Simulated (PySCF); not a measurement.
SnBr3, SMILES [Br][Sn+]([Br])[Br], charge +1.

Coordinates come from a B3LYP-D3(BJ)/def2-SVP optimisation. The spin state was assumed, not searched. The isomer is the one that the SMILES or the coordinates give; other isomers of the formula were not compared. The def2 effective core potentials stand for the cores of Sn; spin–orbit coupling is left out.

Calculation: CAM-B3LYP/def2-TZVP (PySCF).

Symmetry labels are those of the subgroup C2v that the program uses (full group D3h).

Computed valence orbital energies around the gap with their symmetry:
```tsv
orbital	symmetry	energy (eV)
HOMO−7	B1	-17.30
HOMO−6	A1	-17.30
HOMO−5	B2	-16.22
HOMO−4	A1	-15.47
HOMO−3	B1	-15.47
HOMO−2	B2	-15.42
HOMO−1	A2	-15.42
HOMO	B1	-15.24
LUMO	A1	-8.40
LUMO+1	B2	-7.36
LUMO+2	A1	-3.94
LUMO+3	B1	-3.94
```
